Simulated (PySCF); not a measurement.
First SCF of a structure search on doublet CoFCl, at a hand-made linear geometry. PySCF input:

```python
from pyscf import gto, scf, dft
mol = gto.M(atom='''
Co     0.000000     0.000000     0.000000
F      0.000000     0.000000    -1.750000
Cl     0.000000     0.000000     2.100000''',
    basis={'Co': 'def2-TZVP', 'F': 'def2-TZVP', 'Cl': 'def2-TZVP'},
    charge=0, spin=1)
mf = dft.UKS(mol, xc='PBE0')
mf.grids.atom_grid = (50, 194)
aux = {'Co': 'def2-universal-JKFIT', 'F': 'def2-universal-JKFIT', 'Cl': 'def2-universal-JKFIT'}
mf = mf.density_fit(auxbasis=aux)
mf.conv_tol = 1e-08
mf.diis_space = 10
mf.max_cycle = 60
mf.init_guess = 'minao'
mf.verbose = 4
mf.kernel()
```

Excerpt of the output (cycles alone):

```
init E= -1941.44333767542
cycle= 1 E= -1925.89223037664  delta_E= 15.6  |g|= 5.76  |ddm|= 4.62
cycle= 2 E= -1869.30170006427  delta_E= 56.6  |g|= 14.1  |ddm|= 11.1
cycle= 3 E= -1922.20669312884  delta_E= -52.9  |g|= 8.72  |ddm|= 7.64
cycle= 4 E= -1921.53410778183  delta_E= 0.673  |g|= 7.32  |ddm|= 2.99
cycle= 5 E= -1926.10917465462  delta_E= -4.58  |g|= 6.72  |ddm|=  3.5
cycle= 6 E= -1934.72944314929  delta_E= -8.62  |g|= 5.28  |ddm|=  3.8
cycle= 7 E= -1935.59933446923  delta_E= -0.87  |g|= 4.55  |ddm|= 1.56
cycle= 8 E= -1937.50750289849  delta_E= -1.91  |g|= 3.85  |ddm|= 1.47
cycle= 9 E= -1942.02599987258  delta_E= -4.52  |g|= 0.911  |ddm|=  1.7
cycle= 10 E= -1940.98055419149  delta_E= 1.05  |g|= 1.66  |ddm|= 1.54
cycle= 11 E= -1942.38289236138  delta_E= -1.4  |g|= 0.216  |ddm|= 1.26
cycle= 12 E= -1942.39452322387  delta_E= -0.0116  |g|= 0.0997  |ddm|= 0.125
cycle= 13 E= -1942.40104238153  delta_E= -0.00652  |g|= 0.0414  |ddm|= 0.0968
cycle= 14 E= -1942.40370115358  delta_E= -0.00266  |g|= 0.0415  |ddm|= 0.0773
cycle= 15 E= -1942.40606476943  delta_E= -0.00236  |g|= 0.0317  |ddm|= 0.0518
cycle= 16 E= -1942.40755949272  delta_E= -0.00149  |g|= 0.0349  |ddm|= 0.0318
cycle= 17 E= -1942.40260407985  delta_E= 0.00496  |g|= 0.0223  |ddm|= 0.181
cycle= 18 E= -1942.40290428413  delta_E= -0.0003  |g|= 0.0135  |ddm|= 0.0545
cycle= 19 E= -1942.40364453531  delta_E= -0.00074  |g|= 0.00606  |ddm|= 0.108
cycle= 20 E= -1942.40366117547  delta_E= -1.66e-05  |g|= 0.00254  |ddm|= 0.0141
cycle= 21 E= -1942.40365883078  delta_E= 2.34e-06  |g|= 0.00154  |ddm|= 0.0139
cycle= 22 E= -1942.40365994196  delta_E= -1.11e-06  |g|= 0.00123  |ddm|= 0.00228
cycle= 23 E= -1942.40366015508  delta_E= -2.13e-07  |g|= 0.00027  |ddm|= 0.00358
cycle= 24 E= -1942.4036604651  delta_E= -3.1e-07  |g|= 0.000299  |ddm|= 0.000806
cycle= 25 E= -1942.40365982342  delta_E= 6.42e-07  |g|= 0.000182  |ddm|= 0.0016
cycle= 26 E= -1942.40365972708  delta_E= 9.63e-08  |g|= 7.06e-05  |ddm|= 0.000845
cycle= 27 E= -1942.40365972757  delta_E= -4.89e-10  |g|= 1.54e-05  |ddm|= 0.000209
Extra cycle  E= -1942.40365972803  delta_E= -4.58e-10  |g|= 1.82e-05  |ddm|= 3.55e-05
converged SCF energy = -1942.40365972803  <S^2> = 0.75948675  2S+1 = 2.0094644
```

This is not the lowest solution: another start and a stability analysis within the same unrestricted form found one 119.3 kJ/mol lower, at -1942.44909 Eh.

With open d or f shells other occupations or spin states may lie lower.

The search for the lowest solution, 3 starts and the stability check together, took 50 s on 4 threads of a shared Arm Neoverse V1 host, with 113 basis functions; the process peaked at 0.5 GiB. Launch command: `OMP_NUM_THREADS=4 python axn.py task.json out`.
